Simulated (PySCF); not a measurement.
# Basis and Hamiltonian dependence of the excitation energy of B+

B+ [He] 2s2 (1S) → B+ [He] 2s1 3d1 (3D). Calculated with PySCF 2.14 from differences of total energies of unrestricted determinants, without spin-orbit coupling. Values in eV.

```json
{"basis": "aug-cc-pVDZ-DK", "Hamiltonian": "spin-free X2C", "functions": "23", "UHF": "17.693", "PBE": "17.767", "PBE0": "17.949", "MP2 (valence)": "18.539", "CCSD(T) (valence)": "19.151", "CCSD(T) (valence and next inner shell)": "n/a"}
{"basis": "aug-cc-pwCVDZ", "Hamiltonian": "non-relativistic", "functions": "27", "UHF": "17.646", "PBE": "17.730", "PBE0": "17.908", "MP2 (valence)": "18.527", "CCSD(T) (valence)": "19.133", "CCSD(T) (valence and next inner shell)": "19.135"}
{"basis": "ANO-RCC-VTZP", "Hamiltonian": "spin-free X2C", "functions": "30", "UHF": "20.739", "PBE": "20.252", "PBE0": "20.551", "MP2 (valence)": "21.569", "CCSD(T) (valence)": "22.024", "CCSD(T) (valence and next inner shell)": "22.025"}
{"basis": "x2c-TZVPPall with one added diffuse shell each of s, p, d type", "Hamiltonian": "spin-free X2C", "functions": "40", "UHF": "17.268", "PBE": "17.480", "PBE0": "17.637", "MP2 (valence)": "18.175", "CCSD(T) (valence)": "18.743", "CCSD(T) (valence and next inner shell)": "18.738"}
{"basis": "aug-cc-pVTZ", "Hamiltonian": "non-relativistic", "functions": "46", "UHF": "17.266", "PBE": "17.473", "PBE0": "17.630", "MP2 (valence)": "18.149", "CCSD(T) (valence)": "18.680", "CCSD(T) (valence and next inner shell)": "n/a"}
{"basis": "aug-cc-pwCVTZ", "Hamiltonian": "non-relativistic", "functions": "59", "UHF": "17.264", "PBE": "17.479", "PBE0": "17.635", "MP2 (valence)": "18.179", "CCSD(T) (valence)": "18.700", "CCSD(T) (valence and next inner shell)": "18.730"}
{"basis": "dyall-av3z", "Hamiltonian": "non-relativistic", "functions": "71", "UHF": "17.246", "PBE": "17.478", "PBE0": "17.630", "MP2 (valence)": "18.175", "CCSD(T) (valence)": "18.696", "CCSD(T) (valence and next inner shell)": "n/a"}
{"basis": "dyall-av3z", "Hamiltonian": "spin-free X2C", "functions": "71", "UHF": "17.252", "PBE": "17.484", "PBE0": "17.637", "MP2 (valence)": "18.181", "CCSD(T) (valence)": "18.702", "CCSD(T) (valence and next inner shell)": "n/a"}
{"basis": "aug-cc-pVQZ-DK", "Hamiltonian": "spin-free X2C", "functions": "80", "UHF": "17.207", "PBE": "17.450", "PBE0": "17.606", "MP2 (valence)": "18.145", "CCSD(T) (valence)": "18.653", "CCSD(T) (valence and next inner shell)": "n/a"}
{"basis": "aug-cc-pCVQZ-DK", "Hamiltonian": "spin-free X2C", "functions": "109", "UHF": "17.206", "PBE": "17.453", "PBE0": "17.607", "MP2 (valence)": "18.150", "CCSD(T) (valence)": "n/a", "CCSD(T) (valence and next inner shell)": "n/a"}
{"basis": "aug-cc-pV5Z", "Hamiltonian": "non-relativistic", "functions": "127", "UHF": "17.191", "PBE": "17.436", "PBE0": "17.592", "MP2 (valence)": "18.144", "CCSD(T) (valence)": "n/a", "CCSD(T) (valence and next inner shell)": "n/a"}
```

Question: Estimate the row for dyall-acv3z (non-relativistic, 76 functions).

Answer: From the rows with the same Hamiltonian and similar size; the calculation gives UHF 17.25; PBE 17.48; PBE0 17.63; MP2 (valence) 18.18; CCSD(T) (valence) 18.70; CCSD(T) (valence and next inner shell) 18.73 (eV).

Frozen in the all-electron rows: valence: 1s2; valence and next inner shell: nothing.

At UHF, aug-cc-pVDZ-DK, aug-cc-pwCVDZ, ANO-RCC-VTZP lie more than 0.3 eV from the median of the rows with comparable relativity. Of these, ANO-RCC-VTZP has no diffuse functions of the l that the added or promoted electron needs.
